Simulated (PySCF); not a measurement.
**`CCCc1coc([SiH3])c1`: 4 charge schemes on one density**

C₇H₁₂OSi.
Structure used (GFN2-xTB), in Å, numbered top down from 1:
```
atom  x, y, z in Å
C1    -2.297    1.069    0.684
C2    -2.503   -0.234   -0.077
C3    -1.445   -0.436   -1.169
C4    -0.077   -0.582   -0.590
C5     0.450   -1.678    0.031
O6     1.701   -1.439    0.454
C7     2.013   -0.163    0.113
Si8    3.710    0.468    0.582
C9     0.943    0.398   -0.531
H10   -2.364    1.919    0.008
H11   -1.319    1.084    1.158
H12   -3.055    1.185    1.455
H13   -2.460   -1.075    0.619
H14   -3.493   -0.231   -0.539
H15   -1.693   -1.331   -1.743
H16   -1.459    0.421   -1.846
H17    0.044   -2.653    0.220
H18    3.883    0.371    2.033
H19    3.784    1.864    0.148
H20    4.734   -0.336   -0.089
H21    0.895    1.395   -0.921
```

Density: PBE0/pcSseg-1 (PySCF); schemes: Mulliken, IAO, Hirshfeld and ESP-fitted. Geometry: GFN2-xTB, one conformer, isolated molecule.

Question: What partial charge does each atom carry?

Answer: In e:

```csv
atom,environment,Mulliken,IAO,Hirshfeld,ESP-fitted
C1,methyl carbon,-0.275,-0.419,-0.121,-0.391
C2,chain CH2 carbon,-0.268,-0.241,-0.065,+0.343
C3,benzylic-type carbon,-0.068,-0.261,-0.066,-0.358
C4,substituted aromatic carbon,-0.323,-0.056,-0.025,+0.159
C5,aromatic CH next to a ring oxygen,+0.214,-0.007,+0.005,-0.093
O6,furan-type oxygen,-0.372,-0.227,-0.065,-0.187
C7,substituted aromatic carbon,-0.047,-0.131,-0.050,+0.102
Si8,SiH3 silicon,+0.555,+0.617,+0.310,+0.311
C9,aromatic CH carbon,-0.110,-0.212,-0.084,-0.457
H10,methyl hydrogen,+0.102,+0.133,+0.036,+0.090
H11,methyl hydrogen,+0.132,+0.142,+0.031,+0.112
H12,methyl hydrogen,+0.116,+0.141,+0.040,+0.079
H13,methylene hydrogen,+0.117,+0.130,+0.034,-0.051
H14,methylene hydrogen,+0.115,+0.131,+0.037,-0.046
H15,methylene hydrogen,+0.127,+0.145,+0.042,+0.077
H16,methylene hydrogen,+0.115,+0.138,+0.043,+0.134
H17,aromatic hydrogen,+0.083,+0.167,+0.062,+0.173
H18,Si–H hydrogen,-0.085,-0.117,-0.074,-0.072
H19,Si–H hydrogen,-0.099,-0.116,-0.071,-0.075
H20,Si–H hydrogen,-0.085,-0.117,-0.074,-0.075
H21,aromatic hydrogen,+0.057,+0.161,+0.055,+0.224
```

Mean size of the charges over all atoms: IAO 0.182 e, ESP-fitted 0.172 e, Mulliken 0.165 e, Hirshfeld 0.066 e. Each set sums to the total charge, 0, to within 0.001 e. The IAO scheme counts the electrons in orthogonalised intrinsic atomic orbitals, a minimal basis polarised so that it spans the occupied orbitals exactly. The Hirshfeld scheme weights the molecular density at each point by an atom's share of the summed free-atom densities.

Lowest charge. The schemes don't all agree: Mulliken O6 (-0.372); IAO C1 (-0.419); Hirshfeld C1 (-0.121); ESP-fitted C9 (-0.457).

Highest charge. The schemes don't all agree: Mulliken Si8 (+0.555); IAO Si8 (+0.617); Hirshfeld Si8 (+0.310); ESP-fitted C2 (+0.343).

Question: How closely do the schemes follow one another over all atoms?

Answer: Correlation coefficient and root-mean-square difference: IAO with Hirshfeld 0.96, 0.138 e; Mulliken with IAO 0.87, 0.108 e; Mulliken with Hirshfeld 0.86, 0.138 e; IAO with ESP-fitted 0.64, 0.182 e; Hirshfeld with ESP-fitted 0.61, 0.172 e; Mulliken with ESP-fitted 0.38, 0.232 e.

Question: How many electrons does the IAO scheme count on C5?

Answer: Z − q = 6 − (-0.007) ≈ 6.008.

These values come from a run that also computed NMR shieldings. The run took 76 s on one thread, Arm Neoverse N1 (aarch64), no GPU, shared host with 64 logical CPUs at a one-minute load of 53, and the process peaked at 0.99 GiB of memory.
